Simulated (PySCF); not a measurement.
A mixed set of molecules. The calculation used TDDFT PBE0/def2-SVPD, vertical, gas phase, core orbitals frozen in the response (PySCF 2.14.0, density-fitted response routines). Geometries: GFN2-xTB; one conformer of each isolated species. Triplets are in the Tamm–Dancoff approximation. Ions are computed without counter-ions or solvent.

Question: Rank by computed lowest singlet excitation energy, lowest first.
A. `C[P@@H+](C=C)C#CC`
B. `CCCS[SiH3]`
C. `[SiH3]Oc1ccccc1`
D. `CC1=C[PH2+]C(C)=C1`
E. `FC[C@@H]1C[SiH2]O[SiH2]1`
F. `[SiH2]([SiH3])[SiH2][SiH3]`
G. `C=C(C)/C(F)=C/C(N)=O`
H. `F/C=C/O[SiH2]C[SiH3]`

Answer: D (3.92 eV), G (4.24 eV), C (5.28 eV), B (5.58 eV), A (5.78 eV), H (5.90 eV), F (6.61 eV), E (6.95 eV).

```tsv
SMILES	S1 (eV)	HOMO (eV)	gap (eV)	f (S1)	T1 (eV)	first f ≥ 0.01 (nm)	S1 mainly
CC1=C[PH2+]C(C)=C1	3.92	-11.67	4.91	0.038	2.48	316	H→L (98%)
C=C(C)/C(F)=C/C(N)=O	4.24	-7.40	5.51	0.000	3.02	240	H-1→L (95%)
[SiH3]Oc1ccccc1	5.28	-6.72	6.41	0.022	4.09	235	H→L (77%)
CCCS[SiH3]	5.58	-6.78	6.93	0.011	5.25	222	H→L (85%)
C=C[P@H+](C)C#CC	5.78	-12.65	7.28	0.000	4.30	192	H→L+1 (47%)
F/C=C/O[SiH2]C[SiH3]	5.90	-6.89	6.95	0.003	4.19	204	H→L+1 (67%)
[SiH3][SiH2][SiH2][SiH3]	6.61	-8.23	7.74	0.123	5.81	188	H→L (79%)
FC[C@@H]1C[SiH2]O[SiH2]1	6.95	-8.20	8.24	0.007	6.67	167	H→L (92%)
```

H and L stand for HOMO and LUMO.

Mean S1 by what the SMILES shows (count): single bonds only 6.38 eV (3); a double or triple bond but no aromatic ring 4.96 eV (4).
